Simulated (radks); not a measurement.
Results of a calculation; reference values are marked as such.
All-electron atom: neutral neodymium in [Xe] 4f4 6s2. Level of theory: scalar-relativistic Kohn-Sham, LDA (Slater exchange, Perdew-Wang correlation), spin-polarised, spherical densities, finite nucleus; open shells are filled with parallel spins first (spin-orbit coupling, left out, can overturn this in heavy ions); Fermi nuclear charge, rms radius 4.9123 fm (a radial shooting solver on a logarithmic mesh with Libxc functionals).

Unscreened Slater integrals over Kohn-Sham orbitals (hartree). They are taken over the spin-up orbitals.

integral       value
F0(4f,4f)    0.86925
F2(4f,4f)    0.39462
F4(4f,4f)    0.24422
F6(4f,4f)    0.17477
F0(4f,6s)    0.26983
G3(4f,6s)   0.011989
F0(4f,5p)    0.60791
F2(4f,5p)    0.22559
G2(4f,5p)    0.13636
G4(4f,5p)    0.10120
F0(4f,5s)    0.68230
G3(4f,5s)    0.15012
F0(6s,6s)    0.20791
F0(6s,5p)    0.26088
G1(6s,5p)   0.018587
F0(6s,5s)    0.26463
G0(6s,5s)  0.0098112
F0(5p,5p)    0.52342
F2(5p,5p)    0.28049
F0(5p,5s)    0.56219
G1(5p,5s)    0.37378
F0(5s,5s)    0.61333

Derived for the open shells (J is the average intra-shell exchange parameter used in DFT+U). 4f: F4/F2 = 0.619, F6/F2 = 0.443, J = (286 F2 + 195 F4 + 250 F6)/6435 = 0.03173 hartree.
